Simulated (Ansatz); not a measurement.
Program: Ansatz. Geometries: PBE0-D4/def2-TZVP. ΔE: electronic, gas phase. CBS: MP2 limit from def2 TZ/QZ plus the TZ coupled-cluster correction, frozen cores. DFT in def2-TZVPP. B3LYP here is the variant with VWN-RPA as its local correlation; programs differ in this. For Ge outer-core shells are correlated without core-valence functions, which leaves a few kJ/mol of doubt a bond. Scalar relativity is left out up to krypton. One conformer a species, not always the lowest.

Reaction (redistribution): `[OH][GeH]([Cl])[GeH3]` + `CO[CH2][AlH][CH3]` → `C[O][GeH]([OH])[Cl]` + `[CH3][AlH][CH2][GeH3]`

```tsv
level	ΔE (kJ/mol)	difference from CCSD(T)/CBS
PBE-D4	-93.1	28.3
r2SCAN-D4	-110.5	10.9
PBE0-D4	-102.9	18.5
B3LYP-D4	-102.6	18.8
ωB97X-V	-112.0	9.4
ωB97M-V	-111.7	9.7
B2PLYP	-115.2	6.2
PBE	-92.8	28.6
r2SCAN	-110.5	10.9
PBE0	-102.7	18.7
B3LYP	-102.1	19.3
HF/def2-TZVPP	-128.0	-6.6
MP2/def2-TZVPP	-133.2	-11.8
SCS-MP2/def2-TZVPP	-130.3	-8.9
CCSD/def2-TZVPP	-123.4	-2.0
CCSD(T)/def2-TZVPP	-123.2	-1.8
HF/def2-QZVPP	-128.0	-6.6
MP2/def2-QZVPP	-132.2	-10.8
SCS-MP2/def2-QZVPP	-129.9	-8.5
HF/CBS(def2)	-128.0	-6.6
MP2/CBS(def2)	-131.4	-10.0
CCSD/CBS(def2)	-121.5	-0.1
CCSD(T)/CBS	-121.4	0
```

Largest T1 diagnostic among the species: 0.012.

From PBE to PBE0 (25 % exact exchange), in def2-TZVPP and without D4, ΔE moves by −9.9 kJ/mol.

CCSD(T)/CBS has its own doubt, a few kJ/mol and more with outer-core shells, so smaller differences from it don't rank the levels.
